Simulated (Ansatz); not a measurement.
Steps of a relaxation of C$_{5}$H$_{6}$F$_{2}$ (`FC1=CCCC1F`) with RKS PBE-D4/def2-SVP.

```sh
$ ansatz run in.yaml --threads 2 --pin off --events-out ev --progress --plain --max-ram 32768MiB --backend cpu
```

```yaml
crystal:
  periodic: [false, false, false]
  atoms:
    - {symbol: F, position_ang: [-1.722200, -1.161600, 1.653400]}
    - {symbol: C, position_ang: [-0.838900, -0.571400, 0.847600]}
    - {symbol: C, position_ang: [0.370300, -1.053300, 0.732600]}
    - {symbol: C, position_ang: [1.284000, -0.221800, -0.206100]}
    - {symbol: C, position_ang: [0.144300, 0.577900, -0.957500]}
    - {symbol: C, position_ang: [-1.063600, 0.646500, -0.004000]}
    - {symbol: F, position_ang: [-0.985600, 1.773200, 0.739500]}
    - {symbol: H, position_ang: [0.815100, -1.888500, 1.290000]}
    - {symbol: H, position_ang: [1.908200, 0.428800, 0.388900]}
    - {symbol: H, position_ang: [1.780200, -0.853000, -0.877000]}
    - {symbol: H, position_ang: [0.498400, 1.583600, -1.178300]}
    - {symbol: H, position_ang: [-0.109200, 0.076900, -1.853200]}
    - {symbol: H, position_ang: [-2.060500, 0.627900, -0.561200]}
basis:
  gaussian: {orbitals: def2-SVP}
hamiltonian: {xc: pbe, dispersion: d4}
relax: {f_tol: 0.03, max_steps: 200}
```

Positions (Å) and forces (eV/Å) along the path, 5 of 5 steps:

```xyz
13
step=1 energy=-10695.5491 eV
F    -1.722   -1.162    1.653   -0.957    0.439    0.151
C    -0.839   -0.571    0.848   -1.059   -0.166    0.045
C     0.370   -1.053    0.733    3.800   -0.368   -0.555
C     1.284   -0.222   -0.206   -4.120    0.279    1.151
C     0.144    0.578   -0.958    1.090    0.403    1.853
C    -1.064    0.646   -0.004   -0.673   -1.024   -1.313
F    -0.986    1.773    0.740   -0.219    1.393    0.991
H     0.815   -1.889    1.290   -0.334   -0.162    0.181
H     1.908    0.429    0.389    0.855    0.449    0.289
H     1.780   -0.853   -0.877    1.549   -1.146   -1.320
H     0.498    1.584   -1.178   -0.093    0.669   -0.349
H    -0.109    0.077   -1.853   -0.456   -0.850   -1.563
H    -2.061    0.628   -0.561    0.618    0.083    0.439
13
step=2 energy=-10695.9353 eV
F    -1.774   -1.130    1.626   -0.334    0.361   -0.153
C    -0.836   -0.599    0.827    0.065   -0.237    0.371
C     0.418   -1.062    0.778    0.957    0.205   -0.697
C     1.252   -0.239   -0.209   -1.456    0.163    0.496
C     0.157    0.602   -0.959    0.361   -0.168    0.925
C    -1.051    0.643   -0.004   -0.509   -0.741   -0.783
F    -1.023    1.771    0.784   -0.042    0.555    0.455
H     0.830   -1.905    1.352   -0.143    0.027    0.042
H     1.926    0.423    0.356    0.456    0.062   -0.016
H     1.796   -0.881   -0.900    0.583   -0.226   -0.318
H     0.470    1.632   -1.200    0.056    0.086   -0.093
H    -0.114    0.085   -1.883   -0.196   -0.180   -0.434
H    -2.031    0.626   -0.553    0.202    0.094    0.205
13
step=3 energy=-10696.0175 eV
F    -1.805   -1.077    1.618    0.098    0.128   -0.137
C    -0.829   -0.596    0.830    0.076   -0.262    0.193
C     0.435   -1.070    0.765   -0.149    0.246   -0.136
C     1.246   -0.241   -0.205   -0.147   -0.035    0.003
C     0.159    0.595   -0.938   -0.004    0.051   -0.102
C    -1.068    0.632   -0.013    0.234   -0.329    0.010
F    -1.061    1.769    0.800   -0.033    0.140    0.081
H     0.829   -1.913    1.349   -0.039    0.009    0.024
H     1.972    0.408    0.341   -0.029   -0.069   -0.054
H     1.839   -0.867   -0.910   -0.040    0.101    0.079
H     0.472    1.628   -1.193    0.012   -0.069   -0.018
H    -0.128    0.080   -1.882    0.044    0.069    0.078
H    -2.042    0.617   -0.546   -0.023    0.019   -0.022
13
step=4 energy=-10696.0235 eV
F    -1.807   -1.069    1.620    0.033    0.038   -0.041
C    -0.827   -0.602    0.834   -0.025   -0.025    0.061
C     0.434   -1.070    0.765   -0.025    0.059   -0.049
C     1.236   -0.242   -0.207    0.146   -0.021   -0.047
C     0.161    0.599   -0.941   -0.057   -0.046    0.017
C    -1.061    0.622   -0.011    0.013   -0.016   -0.044
F    -1.065    1.765    0.804   -0.001    0.001    0.013
H     0.828   -1.907    1.358    0.006   -0.002   -0.003
H     1.969    0.400    0.334   -0.023   -0.017   -0.003
H     1.833   -0.861   -0.912   -0.036    0.018    0.040
H     0.479    1.630   -1.195   -0.004   -0.025    0.023
H    -0.124    0.092   -1.887    0.013    0.029    0.043
H    -2.034    0.609   -0.546   -0.040    0.009   -0.010
13
step=5 energy=-10696.0243 eV
F    -1.805   -1.065    1.621   -0.007    0.003    0.004
C    -0.827   -0.601    0.834   -0.002   -0.002    0.011
C     0.434   -1.067    0.764    0.003    0.002   -0.011
C     1.238   -0.243   -0.209    0.027   -0.003    0.004
C     0.160    0.598   -0.939   -0.016   -0.003   -0.007
C    -1.063    0.621   -0.013    0.011   -0.003   -0.011
F    -1.069    1.764    0.803   -0.004   -0.007   -0.005
H     0.828   -1.905    1.357    0.001   -0.001    0.003
H     1.971    0.397    0.333    0.000    0.000   -0.001
H     1.833   -0.864   -0.912   -0.012    0.001    0.004
H     0.479    1.629   -1.189    0.000    0.003    0.006
H    -0.122    0.095   -1.886    0.000    0.007    0.002
H    -2.037    0.607   -0.548   -0.001    0.004    0.002
```

It took 13 s on 2 threads of an AMD EPYC 7R13 on a shared host, with 0.52 GiB of host memory at the peak.
